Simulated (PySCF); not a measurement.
B(H)2(iPr) (C3H9B), SMILES BC(C)C. Geometry optimised at ωB97X-D3(BJ)/def2-SVP. The structure was generated by enumeration, and PubChem lists no compound with its InChIKey, so it may never have been made.

Computed equilibrium geometry at ωB97X-D3(BJ)/def2-SVP (PySCF confirms it by a frequency run) as Cartesian coordinates in Å, and its point group:
point group Cs.
```xyz
13

B     -0.1051     1.6183     0.0000
H     -0.2026     2.2294    -1.0430
H     -0.2026     2.2294     1.0430
C      0.2667     0.1011     0.0000
C     -0.0807    -0.6775    -1.2750
C     -0.0807    -0.6775     1.2750
H      1.3767     0.2651     0.0000
H      0.3989    -1.6706    -1.2880
H     -1.1694    -0.8406    -1.3460
H      0.2318    -0.1349    -2.1807
H      0.2318    -0.1349     2.1807
H      0.3989    -1.6706     1.2880
H     -1.1694    -0.8406     1.3460
```
